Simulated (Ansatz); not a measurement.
Tuning the range parameter of LC-ωPBE so that −HOMO meets the ionisation energy; basis def2-SVP, Ansatz. System: `C[Si](C)(Cl)CCCCc1ccc(/N=N/c2ccccc2)cc1`. The state is a singlet with charge 0. Geometry: PBE-D4/def2-SVP. The ionised state is a doublet.

Geometry of the singlet:

```xyz
45

C    -2.206   -0.811    5.315
Si   -1.674   -1.576    3.681
C    -2.584   -3.187    3.337
Cl   -2.196   -0.221    2.144
C     0.204   -1.779    3.594
C     0.724   -2.433    2.303
C     2.248   -2.370    2.127
C     2.821   -0.950    1.911
C     2.303   -0.291    0.655
C     1.155    0.536    0.685
C     0.628    1.089   -0.482
C     1.252    0.832   -1.726
N     0.806    1.337   -2.965
N    -0.216    2.083   -2.905
C    -0.664    2.584   -4.149
C    -1.802    3.417   -4.101
C    -2.325    3.964   -5.280
C    -1.713    3.682   -6.514
C    -0.577    2.849   -6.565
C    -0.050    2.300   -5.393
C     2.401    0.014   -1.767
C     2.916   -0.540   -0.591
H    -1.692    0.156    5.488
H    -1.960   -1.489    6.159
H    -3.299   -0.626    5.329
H    -2.327   -3.948    4.103
H    -2.312   -3.591    2.341
H    -3.681   -3.032    3.355
H     0.631   -0.760    3.726
H     0.534   -2.358    4.487
H     0.237   -1.959    1.422
H     0.408   -3.498    2.282
H     2.536   -2.999    1.257
H     2.745   -2.822    3.015
H     3.928   -1.022    1.865
H     2.587   -0.313    2.790
H     0.656    0.737    1.645
H    -0.270    1.721   -0.468
H    -2.253    3.616   -3.117
H    -3.212    4.614   -5.239
H    -2.121    4.109   -7.442
H    -0.102    2.630   -7.535
H     0.834    1.647   -5.398
H     2.869   -0.168   -2.747
H     3.813   -1.179   -0.634
```

Single mean-field runs in def2-SVP are fitted with def2-universal-jkfit.

```
ω (1/bohr)  HOMO (eV)  LUMO (eV)  vertical IE (eV)  HOMO + IE (eV)
       0.1      -6.26      -1.64              7.43            1.17
      0.15      -6.95      -1.21              7.57            0.63
       0.2      -7.56      -0.89              7.73            0.16
       0.3      -8.31      -0.48              7.96           -0.34
```

Problem. Where does the tuning condition hold?

Solution. Near ω = 0.23 bohr⁻¹, by linear interpolation.
